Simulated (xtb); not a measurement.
Species: C$_{2}$H$_{2}$N$_{2}$, SMILES `N=C=C=N` (charge 0, multiplicity 1).

### Question
Give a relaxed geometry from GFN2-xTB (xtb).

### Answer
the end point of this relaxation (outside a Z-matrix the atoms follow the SMILES, hydrogens last).
Cartesian coordinates (Å) in one orientation:
```xyz
6

N     -1.811    -0.316    -0.163
C     -0.602    -0.146    -0.041
C      0.602     0.146     0.299
N      1.811     0.316     0.422
H     -2.448     0.035     0.552
H      2.448    -0.035    -0.294
```
